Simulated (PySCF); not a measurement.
C6H4N2S, SMILES c1ccc2nsnc2c1, CAM-B3LYP/def2-SVP optimised geometry.

```
13

C     -1.74     0.20     0.00
C     -1.18    -1.12     0.00
C      0.17    -1.33     0.00
C      1.03    -0.18     0.00
N      2.36    -0.18     0.00
S      2.83     1.37     0.00
N      1.38     2.10     0.00
C      0.46     1.15     0.00
C     -0.96     1.32     0.00
H     -2.83     0.30     0.00
H     -1.86    -1.97     0.00
H      0.61    -2.32     0.00
H     -1.38     2.32     0.00
```

Density from CAM-B3LYP/def2-TZVP (PySCF) at that geometry.

Minimum of the electron density along straight lines between bonded atoms, close to the bond critical point (lines longer than 1.1 times the sum of covalent radii, or with two minima, are not listed):

```
bond    length / Å  ρ at the minimum / e bohr⁻³  ∇²ρ there / e bohr⁻⁵  position (fraction from the first atom)
------  ----------  ---------------------------  --------------------  ---------------------------------------
C1–C2        1.435                        0.295                 -0.85                                     0.50
C2–C3        1.364                        0.336                 -1.02                                     0.50
C3–C4        1.428                        0.301                 -0.88                                     0.49
C4–N5        1.329                        0.350                 -1.10                                     0.37
N5–S6        1.625                        0.244                 -0.27                                     0.60
S6–N7        1.625                        0.244                 -0.27                                     0.40
C4–C8        1.445                        0.297                 -0.84                                     0.50
N7–C8        1.329                        0.350                 -1.10                                     0.64
C1–C9        1.364                        0.336                 -1.02                                     0.50
C8–C9        1.428                        0.301                 -0.88                                     0.51
C1–H10       1.092                        0.282                 -1.00                                     0.65
C2–H11       1.092                        0.282                 -1.00                                     0.65
C3–H12       1.090                        0.283                 -1.01                                     0.65
C9–H13       1.090                        0.283                 -1.01                                     0.65
```
